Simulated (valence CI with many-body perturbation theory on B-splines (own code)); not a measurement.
Yb37+: electric-dipole lines

Computed by configuration interaction combined with many-body perturbation theory (CI+MBPT): five valence electrons over a frozen Dirac-Fock core [Ar] 3d10, a basis of 9 s, 9 p, 8 d, 6 f, 3 g, 1 h functions for each j, with the one-electron correlation potential Σ1 (screened to all orders), the two-electron term Σ2, the three-electron term Σ3, Breit, model QED; selected single and double excitations, second order for the rest (own B-spline code, finite nucleus).

No measured spectrum was set against this ion. As an estimate, large intervals hold to a few tenths of a per cent, small ones and those within an open d or f shell to about a per cent. Among the levels kept, up to 300 cm⁻¹ of a level comes from second order outside the variational space, and about a tenth of that is noise between levels of different J, which matters for small intervals.

Lines 51 to 100 of 226 in falling wavelength, among levels below 2597500 cm⁻¹, chosen from the strongest by gf and those to the six lowest levels. Wavelengths and rates use the calculated energies. Electric multipoles are in the length gauge, E1 and E2 with the static RPA response of the core. Weak lines are less certain than strong ones. Lines between different terms over intervals too small for the method are left out, as are lines whose strength nearly cancels. The highest levels of a list are the least certain.

Levels are named by their leading jj configuration (3d3/2^4 stands for four electrons in 3d with j = 3/2), which in mixed levels can hold well under half, so a name can repeat and another be missing. Letters in brackets count levels of one name in rising energy.

| λ vac (Å) | Upper | Lower | A (s⁻¹) | log gf | Branch % |
| --- | --- | --- | --- | --- | --- |
| 144.1 | (4s 4p1/2^2 4p3/2 4d3/2) J=1/2 [a] | (4s^2 4p1/2 4p3/2 4d3/2) J=1/2 [a] | 9.19e+09 | -1.24 | 38.4 |
| 143.7 | (4s 4p1/2^2 4p3/2 4d3/2) J=1/2 [b] | (4s^2 4p1/2 4p3/2 4d3/2) J=1/2 [b] | 7.08e+09 | -1.36 | 2.1 |
| 143.6 | (4s 4p1/2^2 4p3/2 4d3/2) J=3/2 [a] | (4s^2 4p1/2 4p3/2 4d3/2) J=5/2 [a] | 4.98e+09 | -1.21 | 11.3 |
| 143.4 | (4s 4p1/2^2 4p3/2 4d3/2) J=1/2 [b] | (4s^2 4p1/2 4p3/2 4d3/2) J=3/2 [b] | 2.65e+09 | -1.79 | 0.8 |
| 143.3 | (4s 4p1/2^2 4p3/2 4d3/2) J=3/2 [a] | (4s^2 4p1/2 4p3/2 4d3/2) J=3/2 [a] | 6.54e+09 | -1.09 | 14.9 |
| 143.3 | (4s 4p1/2^2 4p3/2 4d3/2) J=1/2 [a] | (4s^2 4p1/2 4p3/2 4d3/2) J=3/2 [a] | 3.69e+09 | -1.64 | 15.4 |
| 140.3 | (4s 4p1/2^2 4p3/2 4d3/2) J=7/2 | (4s^2 4p1/2 4p3/2 4d3/2) J=5/2 [a] | 1.66e+09 | -1.41 | 11.9 |
| 139.8 | (4s 4p1/2^2 4p3/2 4d5/2) J=5/2 | (4s^2 4p1/2 4p3/2 4d3/2) J=3/2 [b] | 4.05e+08 | -2.15 | 0.2 |
| 139.2 | (4s 4p1/2^2 4p3/2 4d5/2) J=3/2 | (4s^2 4p1/2 4p3/2 4d3/2) J=1/2 [b] | 1.02e+09 | -1.93 | 0.8 |
| 137.7 | (4s^2 4p1/2 4p3/2 4d5/2) J=3/2 [a] | (4s^2 4p3/2^3) J=3/2 | 2.23e+08 | -2.60 | 0.1 |
| 137.5 | (4s 4p1/2^2 4p3/2^2) J=1/2 | (4s^2 4p1/2 4p3/2^2) J=1/2 | 2.10e+10 | -0.92 | 12.2 |
| 134.5 | (4s 4p1/2^2 4p3/2 4d5/2) J=7/2 [a] | (4s^2 4p1/2 4p3/2 4d3/2) J=5/2 [b] | 3.91e+08 | -2.07 | 0.2 |
| 134.2 | (4s 4p1/2^2 4p3/2 4d5/2) J=5/2 | (4s^2 4p1/2 4p3/2 4d5/2) J=5/2 [a] | 7.10e+09 | -0.94 | 4.0 |
| 134.0 | (4s 4p1/2^2 4p3/2^2) J=3/2 | (4s^2 4p1/2 4p3/2^2) J=1/2 | 1.29e+07 | -3.86 | 0.0 |
| 133.4 | (4s^2 4p1/2 4p3/2 4d5/2) J=1/2 [a] | (4s^2 4p3/2^3) J=3/2 | 5.55e+09 | -1.53 | 1.3 |
| 133.3 | (4s 4p1/2^2 4p3/2 4d5/2) J=3/2 | (4s^2 4p1/2 4p3/2 4d5/2) J=5/2 [a] | 2.12e+10 | -0.65 | 16.6 |
| 132.1 | (4s^2 4p1/2 4p3/2 4d5/2) J=5/2 [b] | (4s^2 4p3/2^3) J=3/2 | 3.71e+09 | -1.24 | 0.7 |
| 131.6 | (4s^2 4p1/2^2 4d5/2) J=5/2 | (4s^2 4p1/2 4p3/2^2) J=5/2 | 2.20e+09 | -1.46 | 0.9 |
| 131.6 | (4s 4p1/2^2 4p3/2 4d3/2) J=5/2 [b] | (4s^2 4p1/2 4p3/2 4d3/2) J=7/2 | 1.27e+10 | -0.71 | 16.2 |
| 128.9 | (4s 4p1/2^2 4p3/2 4d5/2) J=7/2 [b] | (4s^2 4p1/2 4p3/2 4d5/2) J=9/2 | 1.85e+10 | -0.43 | 20.9 |
| 128.6 | (4s 4p1/2^2 4p3/2 4d3/2) J=3/2 [b] | (4s^2 4p1/2 4p3/2 4d3/2) J=1/2 [a] | 2.54e+09 | -1.60 | 1.6 |
| 128.1 | (4s 4p1/2^2 4p3/2 4d3/2) J=3/2 [b] | (4s^2 4p1/2 4p3/2 4d3/2) J=5/2 [a] | 1.21e+10 | -0.92 | 7.6 |
| 127.9 | (4s 4p1/2^2 4p3/2 4d3/2) J=3/2 [b] | (4s^2 4p1/2 4p3/2 4d3/2) J=3/2 [a] | 1.29e+09 | -1.90 | 0.8 |
| 127.4 | (4s^2 4p1/2 4p3/2 4d5/2) J=3/2 [b] | (4s^2 4p3/2^3) J=3/2 | 2.30e+09 | -1.65 | 0.5 |
| 127.1 | (4s 4p1/2^2 4p3/2 4d5/2) J=5/2 | (4s 4p1/2 4p3/2^3) J=3/2 [a] | 7.75e+09 | -0.95 | 4.3 |
| 126.3 | (4s 4p1/2^2 4p3/2 4d5/2) J=3/2 | (4s 4p1/2 4p3/2^3) J=3/2 [a] | 7.16e+09 | -1.16 | 5.6 |
| 125.9 | (4s 4p1/2^2 4p3/2 4d5/2) J=7/2 [b] | (4s^2 4p1/2 4p3/2 4d3/2) J=5/2 [b] | 1.18e+09 | -1.65 | 1.3 |
| 125.7 | (4s^2 4p1/2 4p3/2 4d5/2) J=5/2 [c] | (4s^2 4p3/2^3) J=3/2 | 5.76e+09 | -1.09 | 0.9 |
| 125.4 | (4s 4p1/2^2 4p3/2^2) J=3/2 | (4s^2 4p1/2 4p3/2^2) J=5/2 | 2.38e+10 | -0.65 | 6.9 |
| 125.0 | (4s^2 4p1/2^2 4d5/2) J=5/2 | (4s^2 4p1/2 4p3/2^2) J=3/2 | 3.92e+09 | -1.26 | 1.6 |
| 124.8 | (4s 4p1/2^2 4p3/2 4d3/2) J=5/2 [b] | (4s^2 4p1/2 4p3/2 4d3/2) J=3/2 [a] | 1.19e+09 | -1.78 | 1.5 |
| 124.8 | (4s^2 4p1/2^2 4f5/2) J=5/2 | (4s^2 4p1/2 4p3/2 4d3/2) J=5/2 [b] | 2.35e+09 | -1.48 | 0.5 |
| 122.1 | (4s 4p1/2^2 4p3/2^2) J=1/2 | (4s^2 4p1/2 4p3/2^2) J=3/2 | 9.78e+05 | -5.36 | 0.0 |
| 121.9 | (4s 4p1/2^2 4p3/2 4d5/2) J=7/2 [b] | (4s^2 4p1/2 4p3/2 4d5/2) J=7/2 [a] | 8.53e+09 | -0.82 | 9.6 |
| 119.3 | (4s 4p1/2^2 4p3/2^2) J=3/2 | (4s^2 4p1/2 4p3/2^2) J=3/2 | 8.77e+09 | -1.13 | 2.5 |
| 118.8 | (4s 4p1/2 4p3/2^3) J=3/2 [b] | (4s^2 4p3/2^3) J=3/2 | 1.50e+10 | -0.90 | 2.2 |
| 117.9 | (4s 4p1/2^2 4p3/2 4d3/2) J=1/2 [b] | (4s^2 4p1/2 4p3/2 4d3/2) J=1/2 [a] | 2.97e+09 | -1.91 | 0.9 |
| 117.3 | (4s 4p1/2^2 4p3/2 4d3/2) J=1/2 [b] | (4s^2 4p1/2 4p3/2 4d3/2) J=3/2 [a] | 1.67e+10 | -1.16 | 5.0 |
| 115.7 | (4s^2 4p1/2 4p3/2 4d5/2) J=1/2 [b] | (4s^2 4p3/2^3) J=3/2 | 1.01e+10 | -1.39 | 1.2 |
| 114.4 | (4s 4p1/2^2 4p3/2 4d5/2) J=3/2 | (4s^2 4p1/2 4p3/2 4d3/2) J=5/2 [a] | 1.66e+09 | -1.88 | 1.3 |
| 111.0 | (4s 4p1/2^2 4p3/2 4d5/2) J=7/2 [b] | (4s^2 4p1/2 4p3/2 4d3/2) J=7/2 | 1.09e+09 | -1.79 | 1.2 |
| 110.2 | (4s^2 4p1/2^2 4f5/2) J=5/2 | (4s^2 4p1/2 4p3/2 4d3/2) J=7/2 | 1.05e+10 | -0.94 | 2.2 |
| 105.3 | (4s^2 4p1/2^2 4f5/2) J=5/2 | (4s^2 4p1/2 4p3/2 4d3/2) J=3/2 [a] | 1.22e+09 | -1.92 | 0.3 |
| 102.5 | (4s 4p1/2^2 4p3/2 4d3/2) J=5/2 [a] | (4s 4p1/2^2 4p3/2^2) J=3/2 | 2.58e+09 | -1.61 | 9.2 |
| 101.8 | (4s 4p1/2^2 4p3/2 4d3/2) J=3/2 [a] | (4s 4p1/2^2 4p3/2^2) J=3/2 | 4.38e+09 | -1.56 | 10.0 |
| 101.8 | (4s 4p1/2^2 4p3/2 4d3/2) J=1/2 [a] | (4s 4p1/2^2 4p3/2^2) J=3/2 | 5.86e+09 | -1.74 | 24.5 |
| 99.92 | (4s 4p1/2^2 4p3/2 4d3/2) J=3/2 [a] | (4s 4p1/2^2 4p3/2^2) J=1/2 | 3.22e+09 | -1.71 | 7.3 |
| 99.91 | (4s 4p1/2^2 4p3/2 4d3/2) J=1/2 [a] | (4s 4p1/2^2 4p3/2^2) J=1/2 | 2.66e+09 | -2.10 | 11.1 |
| 98.65 | (4s 4p1/2^2 4p3/2 4d3/2) J=5/2 [a] | (4s^2 4p1/2^2 4d5/2) J=5/2 | 5.61e+09 | -1.31 | 19.9 |
| 98.08 | (4s 4p1/2^2 4p3/2 4d3/2) J=3/2 [a] | (4s^2 4p1/2^2 4d5/2) J=5/2 | 4.50e+09 | -1.59 | 10.2 |
